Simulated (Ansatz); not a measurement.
GaH5O2Si, SMILES `O[SiH2][GaH][OH]`, charge 0, multiplicity 1.

**Question.** Give a relaxed structure at PBE0-D4/def2-TZVP (the Gaussian-basis code of Ansatz). (Best estimate.)

**Answer.** Ansatz gave: 
Z-matrix (Å, degrees):
```
Si
Ga 1 2.403
O 1 1.651 2 101.7
H 1 1.489 2 113.5 3 -118.9
H 1 1.489 2 113.4 3 118.9
O 2 1.813 1 98.0 3 -0.1
H 2 1.567 1 145.5 3 179.9
H 3 0.965 1 113.2 2 0.2
H 6 0.959 2 117.7 1 -180.0
```
Point group Cs.
This is one stationary point; other conformers may exist.
